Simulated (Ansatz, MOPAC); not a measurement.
Molecule: HBr, net charge 0, singlet state. SMILES: Br

Atoms: Br1, H2. Bonds: Br1-H2.

Bond lengths (Å) and angles (degrees) optimised at PM3 with MOPAC; HF/STO-3G with Ansatz (an electronic-structure program); B3LYP/6-31G* with LANL2DZ past Ar with Ansatz, each started from the B3LYP-D3(BJ)/def2-TZVP structure (Ansatz) of the last column. A row stands for all coordinates that are equal there. 6-31G* holds six Cartesian d functions.

```json
[
 {"coordinate": "Br1-H2", "PM3": "1.471", "HF/STO-3G": "1.412", "B3LYP/6-31G* with LANL2DZ past Ar": "1.467", "B3LYP-D3(BJ)/def2-TZVP": "1.425"}
]
```

Mean signed difference of all 1 bond lengths from B3LYP-D3(BJ)/def2-TZVP: PM3 0.046 Å, HF/STO-3G -0.013 Å, B3LYP/6-31G* with LANL2DZ past Ar 0.043 Å.
